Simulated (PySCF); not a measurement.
C2H6BFS. Atoms are numbered in the order given.

```xyz
11

B      0.0321     0.8195     0.0000
F      0.9108     1.8258     0.0000
C     -1.4936     1.1640     0.0000
H     -2.1754     0.3048     0.0000
H     -1.7184     1.7885    -0.8812
H     -1.7184     1.7885     0.8812
S      0.7903    -0.8156     0.0000
C     -0.6231    -1.9538     0.0000
H     -1.2404    -1.8265     0.8990
H     -0.2088    -2.9703     0.0000
H     -1.2404    -1.8265    -0.8990
```

The structure is a stationary point at PBE0-D3(BJ)/def2-SVP. Other conformers were not sampled.

Level of theory: PBE/def2-TZVP (PySCF).

ESP charges are fitted to the potential on shells at 1.4 to 2.0 van der Waals radii. Atomic charges (e):

```
atom  Löwdin  ESP fit
----  ------  -------
B1     -1.07     0.49
F2      0.34    -0.25
C3     -0.28    -0.55
H4      0.14     0.12
H5      0.16     0.15
H6      0.16     0.15
S7      0.69    -0.20
C8     -0.49    -0.41
H9      0.12     0.15
H10     0.12     0.20
H11     0.12     0.15
```

Computed Mayer and Wiberg (Löwdin basis) orders of the bonds:
| bond | Mayer | Wiberg |
|---|---|---|
| B1–F2 | 1.22 | 2.07 |
| B1–C3 | 1.04 | 1.37 |
| C3–H4 | 0.95 | 0.87 |
| C3–H5 | 0.94 | 0.84 |
| C3–H6 | 0.94 | 0.84 |
| B1–S7 | 1.37 | 1.86 |
| S7–C8 | 1.02 | 1.39 |
| C8–H9 | 0.95 | 0.93 |
| C8–H10 | 0.95 | 0.93 |
| C8–H11 | 0.95 | 0.93 |
